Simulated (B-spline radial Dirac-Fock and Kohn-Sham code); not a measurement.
## Subshell cross sections of Re²⁺, photon energy 100 eV

System: the Re²⁺ ion, configuration [Xe] 4f14 5d5.

Input file task.json (cfg lists n, l and occupation; rrms is the nuclear radius in fm):

```json
{"items": [{
  "Z": 75,
  "q": 2,
  "cfg": [[1, 0, 2], [2, 0, 2], [2, 1, 6], [3, 0, 2], [3, 1, 6], [3, 2, 10], [4, 0, 2], [4, 1, 6], [4, 2, 10], [4, 3, 14], [5, 0, 2], [5, 1, 6], [5, 2, 5]],
  "A": 187,
  "rrms": 5.3698,
  "do": ["binding", "quiet", "photo", "scan"],
  "hv": [100, 152.0, 300, 348.0, 400, 600, 1000, 1250.0, 3040.0, 4000, 8047.8, 12000, 12400.0, 72000.0, 112000.0, 122000.0]
}]}
```

Command: `python xray_run.py task.json out`

Method: a relativistic central-field model (Hartree-Slater potential of the initial state, Latter tail, multipole expansion of the photon field, Dirac-Fock thresholds). Computed with a radial B-spline solver. The asymmetry parameter β is from the dipole term alone. Kinetic energies are from the vacuum level. Open shells are spread statistically over j, without multiplet splitting.

| subshell | electrons | binding (eV) | kinetic (eV) | σ (kb) | β |
| --- | --- | --- | --- | --- | --- |
| N6 (4f5/2) | 6 | 68.87 | 31.13 | 729 | 1.22 |
| N7 (4f7/2) | 8 | 66.48 | 33.52 | 1130 | 1.06 |
| O2 (5p1/2) | 2 | 79.69 | 20.31 | 458 | 1.78 |
| O3 (5p3/2) | 4 | 68.71 | 31.29 | 498 | 0.89 |
| O4 (5d3/2) | 2 | 26.13 | 73.87 | 216 | 1.78 |
| O5 (5d5/2) | 3 | 25.22 | 74.78 | 265 | 1.92 |

Branching ratios of the spin-orbit partners (statistical value in brackets): 4f 1.55 (1.33), 5p 1.09 (2.00), 5d 1.23 (1.50).

At such low photon energies correlation between channels can change these cross sections by tens of per cent.
